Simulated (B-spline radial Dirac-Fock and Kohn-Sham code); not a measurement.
**Dipole and non-dipole photoemission parameters of Lu⁺ 4f7/2**

System: lutetium as Lu⁺, configuration 1s2 2s2 2p6 3s2 3p6 3d10 4s2 4p6 4d10 4f14 5s2 5p6 6s2; threshold 26.65 eV (orbital energy of the model). Method: Dirac-Hartree-Slater photoionisation with a Latter tail; cross sections with all multipoles, angular parameters from the dipole term and its interference with E2. Computed with an atomic code on a B-spline grid.

For linearly polarised light dσ/dΩ = σ/(4π) [1 + β P₂(cos θ) + (δ + γ cos²θ) sin θ cos φ], with θ from the polarisation vector and φ the angle between the beam and the projection of the electron momentum on the plane normal to the polarisation.

```
hν (eV)   σ (kb)      β      γ      δ
   50.9     1660  1.154  0.011  0.005
   65.6     2630  0.709  0.007  0.008
   79.9     3330  0.506  0.006  0.010
     80     3330  0.505  0.006  0.010
    167     4090  0.350  0.006  0.019
    173     4040  0.357  0.006  0.019
    175     4020  0.359  0.006  0.019
    177     4000  0.362  0.006  0.020
    200     3750  0.394  0.007  0.021
    268     2910  0.501  0.011  0.025
    271     2870  0.506  0.012  0.025
    400     1620  0.686  0.023  0.033
    450     1300  0.742  0.029  0.036
    571      775  0.847  0.050  0.043
    600      689  0.867  0.055  0.045
    966      191  1.014  0.157  0.066
    976      186  1.016  0.160  0.067
   1000      173  1.021  0.168  0.068
   1020      163  1.024  0.174  0.069
   1320     73.1  1.055  0.278  0.086
 1486.9     49.6  1.058  0.336  0.095
   1730        ?      ?      ?      ?
   1930     20.4  1.043  0.482  0.119
   2450     8.71  1.006  0.632  0.145
   3080     3.72  0.954  0.782  0.177
   4000     1.36  0.882  0.954  0.224
   5080    0.523  0.810  1.108  0.277
   6600    0.178  0.730  1.269  0.350
 8047.8   0.0765  0.671  1.384  0.415
  15000  0.00482  0.493  1.681  0.693
```

Question: Give the values at 1730 eV.

Answer: σ = 29.8 kb, β = 1.053, γ = 0.418, δ = 0.108.
